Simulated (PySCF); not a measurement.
Ligands exchanged one at a time, Al CH3-SH. Isolated molecules, 0 K electronic values unless said otherwise. One relaxed conformer stands for each flexible species; it need not be the lowest. Strings in code marks are SMILES.

The HOMO from two functionals at the same geometries (CAM-B3LYP-D3(BJ)/def2-TZVP), both in PySCF: PBE-D3(BJ)/def2-TZVP and TPSSh-D3(BJ)/def2-TZVP. 

| species | PBE-D3(BJ)/def2-TZVP (eV) |
|---|---|
| 0 of 3 CH3 replaced by SH (`[CH3][Al]([CH3])[CH3]`) | -6.26 |
| 1 of 3 CH3 replaced by SH (`[CH3][Al]([CH3])[SH]` (C–Al–S–H torsion 179°)) | -6.27 |
| 2 of 3 CH3 replaced by SH (`[CH3][Al]([SH])[SH]` (S–Al–S–H torsion -1°, S–Al–S–H torsion 0°)) | -6.32 |
| 3 of 3 CH3 replaced by SH (`[SH][Al]([SH])[SH]`) | -6.52 |

What does TPSSh-D3(BJ)/def2-TZVP give for each?


- 0 of 3 CH3 replaced by SH (`[CH3][Al]([CH3])[CH3]`): -6.87
- 1 of 3 CH3 replaced by SH (`[CH3][Al]([CH3])[SH]` (C–Al–S–H torsion 179°)): -6.83
- 2 of 3 CH3 replaced by SH (`[CH3][Al]([SH])[SH]` (S–Al–S–H torsion -1°, S–Al–S–H torsion 0°)): -6.90
- 3 of 3 CH3 replaced by SH (`[SH][Al]([SH])[SH]`): -7.10
Over these rows, drawn at random from the members with no instability flagged (it was tested for open shells, ions and some series alone), PBE minus TPSSh-D3(BJ): mean +0.58 eV, from +0.57 eV to +0.62 eV.
